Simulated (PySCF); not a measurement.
Compound: C₆H₄O.
Bonds: C1–C2 (triple), C2–C3, C3–C4 (aromatic), C4–C5 (aromatic), C5–C6 (aromatic), C6–O7 (aromatic), C3–O7 (aromatic). Hydrogens: H8 on C1; H9 on C4; H10 on C5; H11 on C6.

Method: PySCF, TDDFT CAM-B3LYP/def2-SVPD, vertical, gas phase, core orbitals frozen in the response. Isolated species at its PBE0-D3(BJ)/def2-SVP geometry, gas phase.

Frontier orbitals with the atoms that hold most of them (Löwdin shares over 4%, at most four atoms; ? is withheld):

```tsv
orbital	ε (eV)	atoms
LUMO+2	1.68	C1 36%, C2 28%, H8 11%, C3 7%
LUMO+1	1.43	C1 16%, C2 13%, C5 12%, C6 12%
LUMO	0.19	?
HOMO	?	?
HOMO-1	-9.71	C5 31%, C4 24%, O7 21%, C6 10%
HOMO-2	-9.78	C2 43%, C1 42%, C3 5%
HOMO-3	-10.67	C2 34%, C1 26%, C3 16%, O7 10%
```

Task: Which atoms hold the HOMO, and with what shares?

Result: C6 (bonded to C, O and H) 20%; C3 (bonded to 2 C and O) 18%; C1 (bonded to C and H) 17%; C4 (bonded to 2 C and H) 12%.

Task: Which atoms hold the LUMO, and with what shares?

Result: C1 (bonded to C and H) 16%; C4 (bonded to 2 C and H) 15%; C3 (bonded to 2 C and O) 14%; C2 (bonded to 2 C) 14%.

Task: What is the HOMO energy, and the HOMO–LUMO gap?

Result: ε(HOMO) = -7.72 eV; the gap is 7.91 eV (0.2907 hartree).

Task: How does S1 compare with the orbital gap of 7.91 eV?

Result: S1 is at 5.19 eV (f = 0.366), 2.72 eV below the gap, made of HOMO→LUMO (91%). 

Task: Give energy, strength and leading configuration of S1, S3 and S4, and follow the Löwdin shares of the leading atoms from the occupied to the empty orbital.

Result: 
- S1 (5.19 eV, f 0.366), HOMO→LUMO (91%): C6 20% → at most 14%, C3 18% → 14%, C1 17% → 16%, C4 12% → 15%
- S3 (5.96 eV, f 0.0001), HOMO-2→LUMO (90%): C2 43% → 14%, C1 42% → 16%, C4 at most 4% → 15%
- S4 (6.40 eV, f 0.010), HOMO→LUMO+1 (74%): C6 20% → 12%, C3 18% → at most 12%, C1 17% → 16%, C2 at most 13% → 13%
